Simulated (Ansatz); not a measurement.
## Which method gave which barrier?

Saddle point of GeSiAsH9, closed shell (GeSiH₆ ([SiH3][GeH3]) + AsH₃ → GeAsH₅ ([GeH3][AsH2]) + SiH₄; bonds formed: Ge1–As7, Si2–H6; bonds broken: Ge1–Si2, H6–As7), PBE0-D4/def2-TZVP structure:

Ge1  (-1.235, 0.687, 0.761)
Si2  (0.479, -1.256, 0.429)
H3  (-2.490, 0.615, -0.124)
H4  (-0.719, 2.134, 0.878)
H5  (-1.633, 0.225, 2.188)
H6  (1.113, -0.790, -0.948)
As7  (0.357, 0.947, -1.663)
H8  (0.726, -2.457, 1.304)
H9  (-0.734, -1.715, -0.322)
H10  (1.317, -0.232, 1.127)
H11  (1.278, 0.229, -2.654)
H12  (1.542, 1.614, -0.978)
(Å)

Computed with Ansatz 0.2.0 (basis: def2-TZVPP, with def2-QZVPP for the basis limit); correlated methods freeze the cores. Filled d shells of the heavier atoms are correlated. The def2 sets are not built for correlating such inner shells, so the correlated values are less sure here. Extrapolation: Hartree–Fock as exp(−7.88 √X), correlation as X^−2.97. Four methods, as single points on the PBE0-D4 structures, gave these electronic barriers from the start structure: 2.506, 2.851, 3.194, 4.289 eV.

(1) The methods were, in alphabetical order, CCSD(T), HF, PBE-D4, PBE0-D4. Which gave which? (Judge from chemistry; the calculation decides.)

T1 diagnostic: at most 0.015. The restricted Hartree–Fock reference is unstable towards an unrestricted one at one or more of these structures.

Answers

(1) By the calculation: PBE-D4 2.506; PBE0-D4 2.851; CCSD(T) 3.194; HF 4.289 eV. For comparison, CCSD(T) at an estimated basis limit (MP2 extrapolated from triple and quadruple zeta, plus CCSD(T) − MP2 in triple zeta) gives 3.119 eV.

Labels in which every atom is bracketed show which atoms are joined, not bond orders.

For scale, one of the runs: CCSD(T)/def2-TZVPP, 264 basis functions, launched by `ansatz run in.yaml --threads 8 --pin off --events-out ev --progress --plain --max-ram 19148MiB`. Hardware: 8 CPU threads of an Arm Neoverse V2, shared host. Wall time 2.9 min; peak host memory 6.2 GiB.
